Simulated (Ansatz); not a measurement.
CF2 (SMILES F[C]F) moved off its minimum; all values from Ansatz (an electronic-structure program), cores frozen in correlated methods.
(charge 0, multiplicity 1)
```xyz
3

F     -1.06132    -0.23684    -0.01327
C     -0.06252     0.58027    -0.11848
F      1.00047    -0.18913    -0.00970
```

Forces at HF/def2-TZVPP (eV/Å):

```
atom      Fx      Fy      Fz
----  ------  ------  ------
F1     1.153   0.867  -0.111
C2     0.559  -2.036   0.277
F3    -1.712   1.168  -0.166
```

### Question
Give the forces (eV/Å), the total energy and the dipole at CCSD(T)/aug-cc-pVTZ.

### Answer

| atom | Fx | Fy | Fz |
|---|---|---|---|
| F1 | -0.299 | -0.160 | 0.020 |
| C2 | 0.523 | -0.081 | 0.013 |
| F3 | -0.224 | 0.241 | -0.034 |
Energy -237.4382 hartree, dipole 0.48 D.

Doubts at one or more of the structures used: a restricted determinant that unrestricted orbitals would lower (CCSD(T)/aug-cc-pVTZ).
